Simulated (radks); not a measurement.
Results of a calculation; reference values are marked as such.
Charge is removed step by step from the 3d up level of the titanium ion Ti2+, starting from [Ar] 3d(up 2, down 0). Code: a radial shooting solver on a logarithmic mesh with Libxc functionals. Model: scalar-relativistic Kohn-Sham, BLYP, spin-polarised, spherical densities, finite nucleus; Fermi nuclear charge, rms radius 3.5921 fm.

removed (e) = 0: E - E(0) (eV) 0.000; eigenvalue (eV) -20.323; E minus straight line (eV) 0.000
removed (e) = 0.125: E - E(0) (eV) 2.646; eigenvalue (eV) -22.026; E minus straight line (eV) -0.793
removed (e) = 0.25: E - E(0) (eV) 5.509; eigenvalue (eV) -23.776; E minus straight line (eV) -1.369
removed (e) = 0.375: E - E(0) (eV) 8.592; eigenvalue (eV) -25.569; E minus straight line (eV) -1.725
removed (e) = 0.5: E - E(0) (eV) 11.903; eigenvalue (eV) -27.403; E minus straight line (eV) -1.853
removed (e) = 0.625: E - E(0) (eV) 15.445; eigenvalue (eV) -29.279; E minus straight line (eV) -1.750
removed (e) = 0.75: E - E(0) (eV) 19.224; eigenvalue (eV) -31.193; E minus straight line (eV) -1.410
removed (e) = 0.875: E - E(0) (eV) 23.245; eigenvalue (eV) -33.145; E minus straight line (eV) -0.828
removed (e) = 1: E - E(0) (eV) 27.512; eigenvalue (eV) -35.134; E minus straight line (eV) 0.000

Removing the whole electron costs 27.512 eV by Delta-SCF, against 20.323 eV from minus the eigenvalue at the starting occupation. Slater's transition state (half an electron removed) gives 27.403 eV. Integrating minus the eigenvalue over the occupation (Janak's theorem) gives 27.512 eV. In this scalar-relativistic scheme the density is built from large components alone, so the theorem holds only approximately. The mean slope of the eigenvalue, de/dn, is 14.8 eV per electron. Ionisation energy of Ti2+ in the NIST Atomic Spectra Database: 27.492 eV (measured).
